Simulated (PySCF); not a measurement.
CH₆ClFSi₂. Atoms are numbered in the order given.

```xyz
11

C     -1.7265    -0.9981     0.7632
Si    -0.2444     0.0374     0.3146
F     -0.0129     1.1385     1.4973
Si     1.7628    -1.1200    -0.0286
Cl    -0.6614     1.0969    -1.4290
H     -2.6147    -0.3580     0.8862
H     -1.5491    -1.5379     1.7073
H     -1.9364    -1.7344    -0.0285
H      2.8431    -0.1577    -0.3847
H      2.1496    -1.8735     1.2007
H      1.5692    -2.0874    -1.1482
```
Charge 0, spin multiplicity 1.

Geometry: B3LYP-D3(BJ)/def2-SVP. The structure was generated by enumeration; whether it is a known compound was not checked.

Method: B3LYP/pcSseg-1 (PySCF).

GIAO shieldings, no solvent; atoms alike by connectivity are averaged. δ = σ(ref) − σ: ¹³C against TMS (σ = 181.3 ppm); ²⁹Si against TMS (σ = 338.7 ppm); ¹⁹F against CFCl3 (σ = 161.7 ppm); ³⁵Cl against HCl (σ = 933.3 ppm); ¹H against TMS (σ = 31.68 ppm), references at their B3LYP-D3(BJ)/def2-TZVP geometries, non-relativistic (without spin–orbit terms, shifts of atoms bonded to Cl or Br come out too high).

```json
[
 {"nucleus": "¹³C", "atoms": "C1", "count": "1", "δ (ppm)": "9.6"},
 {"nucleus": "²⁹Si", "atoms": "Si2", "count": "1", "δ (ppm)": "51.1"},
 {"nucleus": "²⁹Si", "atoms": "Si4", "count": "1", "δ (ppm)": "-106.3"},
 {"nucleus": "¹⁹F", "atoms": "F3", "count": "1", "δ (ppm)": "-154.7"},
 {"nucleus": "³⁵Cl", "atoms": "Cl5", "count": "1", "δ (ppm)": "93.3"},
 {"nucleus": "¹H", "atoms": "H9, H10, H11", "count": "3", "δ (ppm)": "3.67"},
 {"nucleus": "¹H", "atoms": "H6, H7, H8", "count": "3", "δ (ppm)": "0.96"}
]
```
